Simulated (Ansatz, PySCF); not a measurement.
Species: SbF2, charge 0, doublet. SbF2 (SMILES [F][Sb][F], doublet).
B3LYP-D3(BJ)/def2-TZVP minimum from Ansatz (an electronic-structure program):
```
Sb
F 1 1.9207
F 1 1.9207 2 95.32
```
Charge 0, spin multiplicity 2.

Atomisation energy term by term, kcal/mol (programs: Ansatz). Radicals and triplets start from unrestricted determinants; spin-orbit coupling is neglected. Cores are frozen in correlated methods (noble-gas shells, and filled d and f shells in the p block). Past Kr the def2 sets carry scalar-relativistic core potentials. CBS(X,Y): correlation extrapolated as X^-3, Hartree-Fock from the larger set. A bracket is a step between two methods taken in the basis named. Spin-orbit terms, left out, reach several kcal/mol for Br and I, and more for heavier atoms.

```tsv
term	basis	kcal/mol
Hartree-Fock	def2-QZVPP	114.88
CCSD correlation	CBS(def2-TZVPP,def2-QZVPP)	81.65
(T)	CBS(def2-TZVPP,def2-QZVPP)	7.94
CCSDT(Q) - CCSD(T)	def2-SVP	0.89
minus zero-point energy	Hessian by PySCF at B3LYP-D3(BJ)/def2-TZVP	-2.03
sum: D0		203.3
```
